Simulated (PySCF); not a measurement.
## Partial charges of `C#C/C(Cl)=C\OC`

Compound: C₅H₅ClO.
Geometry (GFN2-xTB, Å), atoms numbered from 1 in this order:
```
atom  x, y, z in Å
C1     0.978    1.990   -0.834
C2     1.022    0.841   -0.481
C3     1.216   -0.497   -0.098
Cl4    2.879   -1.032   -0.277
C5     0.335   -1.393    0.369
O6    -0.981   -1.273    0.607
C7    -1.617   -0.041    0.346
H8     0.884    2.991   -1.130
H9     0.671   -2.391    0.614
H10   -2.663   -0.187    0.611
H11   -1.189    0.760    0.955
H12   -1.536    0.230   -0.709
```

Density: PBE0/pcSseg-1 (PySCF); schemes: Mulliken, IAO, Hirshfeld and ESP-fitted. The structure is a single GFN2-xTB conformer in the gas phase; no vibrational or solvent corrections.

Question: Give the atomic charges in each scheme.

Answer: In e:

```csv
atom,environment,Mulliken,IAO,Hirshfeld,ESP-fitted
C1,terminal alkyne carbon,-0.271,-0.226,-0.095,-0.585
C2,alkyne carbon,+0.426,-0.040,-0.057,+0.362
C3,vinylic C–Cl carbon,-0.496,-0.119,-0.021,-0.400
Cl4,vinyl chlorine,-0.081,-0.035,-0.042,-0.048
C5,vinylic carbon bearing oxygen,+0.335,+0.076,+0.038,+0.302
O6,ether oxygen,-0.449,-0.299,-0.092,-0.310
C7,methoxy carbon,-0.048,-0.212,-0.032,-0.030
H8,alkyne hydrogen,+0.056,+0.206,+0.096,+0.346
H9,vinylic hydrogen,+0.131,+0.182,+0.060,+0.093
H10,methyl hydrogen,+0.136,+0.166,+0.058,+0.099
H11,methyl hydrogen,+0.131,+0.150,+0.044,+0.085
H12,methyl hydrogen,+0.131,+0.150,+0.044,+0.085
```

Mean size of the charges over all atoms: ESP-fitted 0.229 e, Mulliken 0.224 e, IAO 0.155 e, Hirshfeld 0.057 e. Each set sums to the total charge, 0, to within 0.001 e. The Mulliken scheme gives each basis function's population to the atom it is centred on and halves the overlap population of two atoms between them.

Lowest charge. The schemes don't all agree: Mulliken C3 (-0.496); IAO O6 (-0.299); Hirshfeld C1 (-0.095); ESP-fitted C1 (-0.585).

Highest charge. The schemes don't all agree: Mulliken C2 (+0.426); IAO H8 (+0.206); Hirshfeld H8 (+0.096); ESP-fitted C2 (+0.362).

Question: How closely do the schemes follow one another over all atoms?

Answer: Correlation coefficient and root-mean-square difference: IAO with Hirshfeld 0.93, 0.117 e; Mulliken with ESP-fitted 0.88, 0.137 e; IAO with ESP-fitted 0.71, 0.203 e; Mulliken with IAO 0.66, 0.206 e; Hirshfeld with ESP-fitted 0.66, 0.249 e; Mulliken with Hirshfeld 0.51, 0.248 e.

Question: Sum the charges by element, for elements with more than one atom.

Answer: 
```json
{"element": "C", "atoms": "5", "Mulliken": "-0.054", "IAO": "-0.521", "Hirshfeld": "-0.167", "ESP-fitted": "-0.350"}
{"element": "H", "atoms": "5", "Mulliken": "+0.584", "IAO": "+0.855", "Hirshfeld": "+0.301", "ESP-fitted": "+0.708"}
```

Question: How many electrons does the ESP-fitted scheme count on C3?

Answer: Z − q = 6 − (-0.400) = 6.400.
